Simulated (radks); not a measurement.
Results of a calculation; reference values are marked as such.
Task: Pb2+, configuration [Hg]. Level of theory: scalar-relativistic Kohn-Sham, revPBE, spin-unpolarised, spherical densities, point nucleus (a radial shooting solver on a logarithmic mesh with Libxc functionals). Some entries of the table are withheld. Estimate them.

orbital,occ.,eigenvalue (eV),r(max) (bohr)
1s,2,(1),0.009837
2s,2,-15781.57,0.05713
2p,6,-13535.70,0.04761
3s,2,(2),0.1611
3p,6,-3157.367,0.1613
3d,10,(3),0.1314
4s,2,-873.6208,0.3622
4p,6,-662.6997,0.3824
4d,10,-418.8318,0.3884
5s,2,-160.8461,0.7889
4f,14,-149.5983,0.3499
5p,6,-102.5484,0.8821
5d,10,-37.7972,1.071
6s,2,-27.3199,1.916

Result: 
(1) 1s eigenvalue (eV): -88157.48
(2) 3s eigenvalue (eV): -3801.163
(3) 3d eigenvalue (eV): -2501.773
